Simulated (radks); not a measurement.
The numbers below are computed, except where a source is named.
Spherical quantum dot in the effective-mass picture: electrons in a hard-walled sphere of radius 6.78, with a point charge +2 (a donor) at the centre, all in effective atomic units (hartree* = m*/eps^2 hartree, bohr* = eps/m* bohr), one dielectric constant everywhere. Level of theory: non-relativistic Kohn-Sham, PBE, spin-polarised, spherical densities (a radial shooting solver with Libxc functionals). Levels are named by radial order and angular momentum (1s, 1p, 1d, 2s, ...), and open shells are averaged over m. Results are scaled to m* = 0.258 and eps = 12.5, for which hartree* = 44.93 meV and bohr* = 2.564 nm.

N = 4, configuration 1s2 2s2. This is the lowest configuration that the search found. Occupied and some empty levels:

| level | occupation | eigenvalue (meV) | <r> (nm) |
|---|---|---|---|
| 1s | 2 | -1.7890 | 2.545 |
| 2s | 2 | 19.667 | 10.44 |
| 1p | 0 | 21.564 | 10.51 |
| 1d | 0 | 27.641 | 11.44 |
| 1f | 0 | 35.010 | 12.04 |
| 2p | 0 | 40.384 | 8.812 |
| 1g | 0 | 43.701 | 12.49 |

Energy (meV): total -107.150, kinetic 149.23, external -355.68, Hartree 160.05, exchange-correlation -60.744.

Electron density:

| r (nm) | n(r) (e/nm^3) |
|---|---|
| 0.757 | 0.07062 |
| 1.63 | 0.02026 |
| 2.50 | 0.006342 |
| 3.38 | 0.002130 |
| 4.25 | 0.0007899 |
| 5.13 | 0.0003628 |
| 6.00 | 0.0002409 |
| 6.88 | 0.0002207 |
| 7.75 | 0.0002264 |
| 8.62 | 0.0002318 |
| 9.50 | 0.0002273 |
| 10.4 | 0.0002106 |
| 11.2 | 0.0001827 |
| 12.1 | 0.0001468 |
| 13.0 | 0.0001071 |
| 13.9 | 0.00006943 |
| 14.7 | 0.00003870 |
| 15.6 | 0.00001673 |
| 16.5 | 4.021e-06 |
| 17.4 | 8.689e-09 |
